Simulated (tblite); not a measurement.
C5H5O2Si (doublet state).
SMILES with atom numbers: `[C:1]#[C:2][Si@:3]1([OH:4])[O:5][CH:6]=[C:7]1[CH3:8]` (hydrogens: H9 on O4; H10 on C6; H11, H12, H13 on C8)

The geometry is computed with GFN2-xTB (gas phase). This method treats the open shell by occupation alone, without spin polarisation.

Give the optimised bond lengths and angles.

```
                  bond  length (Å)   order
                 C1≡C2       1.201  triple
                C2–Si3       1.853  single
                Si3–O4       1.613  single
                Si3–O5       1.699  single
                 O5–C6       1.390  single
                 C6=C7       1.329  double
                 C7–C8       1.479  single
                Si3–C7       1.919  single
                 O4–H9       0.956  single
                C6–H10       1.075  single
C8–H11, C8–H12, C8–H13       1.089  single
```

Bonds in one row agree within 0.01 Å and their mean is given. Orders are formal, as drawn. A selection of angles:
```
    angle  degrees
C1–C2–Si3    173.8
C2–Si3–O4    112.0
C2–Si3–O5    115.7
C2–Si3–C7    113.4
O4–Si3–O5    112.1
O4–Si3–C7    124.0
O5–Si3–C7     74.7
Si3–O5–C6     92.2
 O5–C6–C7    108.1
 C6–C7–C8    134.0
Si3–C7–C6     85.0
Si3–C7–C8    140.9
H9–O4–Si3    121.0
```

Dihedral angles: C2–Si3–O5–C6 -108° (anticlinal); Si3–O5–C6–C7 -2° (synperiplanar); O5–C6–C7–C8 178° (antiperiplanar); C2–Si3–C7–C6 110° (anticlinal); H9–O4–Si3–C2 -132° (anticlinal).

C7 (carbon bonded to 2 C and Si) is planar (angles 140.9°, 134.0° and 85.0°, sum 359.9°, 0.03 Å off the plane of its three neighbours). The 2 C–Si bonds span 1.853 Å (C2–Si3, drawn single) to 1.919 Å (Si3–C7, drawn single), a spread of 0.066 Å. The 3 C–C bonds span 1.201 Å (C1≡C2, drawn triple) to 1.479 Å (C7–C8, drawn single), a spread of 0.278 Å. O4 (oxygen bonded to Si and H) is bent (angle 121.0°). C6 (carbon bonded to C, O and H) is planar (angles 134.7°, 117.2° and 108.1°, sum 360.0°, 0.01 Å off the plane of its three neighbours). The 2 O–Si bonds span 1.613 Å (Si3–O4, drawn single) to 1.699 Å (Si3–O5, drawn single), a spread of 0.086 Å. The 4-membered ring Si3–O5–C6–C7 has internal angles of 74.7° to 108.1° (sum 360°, against 360° for a flat polygon); it is planar, 0.01 Å rms from its mean plane, widest ring torsion 2°.

Point group: C1 (no symmetry element, even within 0.4 Å). Its GFN2-xTB frequencies are all real (lowest 69 cm⁻¹). Torsions: C2–Si3–O4–H -132°.

One conformer stands for the species.
